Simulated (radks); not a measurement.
The mean radii <r> (bohr) of the occupied orbitals of an atom or ion are listed with their occupations. Calculated with a radial shooting solver on a logarithmic mesh with Libxc functionals: scalar-relativistic Kohn-Sham, r2SCAN, spin-polarised, spherical densities, finite nucleus; meta-GGA in the generalised Kohn-Sham scheme; Fermi nuclear charge, rms radius of each element as measured or else 0.836 A^(1/3) + 0.57 fm.

| orbital | occ. | <r> |
|---|---|---|
| 1s up | 1 | 0.2704 |
| 1s down | 1 | 0.2692 |
| 2s up | 1 | 1.551 |
| 2s down | 1 | 1.625 |
| 2p up | 2 | 1.727 |

Name the element and its charge. Open shells, if any, are filled with parallel spins first.

Answer. Z = 6, carbon, charge 0: C in [He] 2s2 2p2. The 1s radius gives Z: for a bare nucleus <r> = (2 gamma + 1)/(2Z) with gamma = sqrt(1 - (Z/c)^2), 0.2498 bohr for Z = 6, and screening makes it slightly larger (0.2704 here). The occupations add up to 6, and the charge is Z minus that.
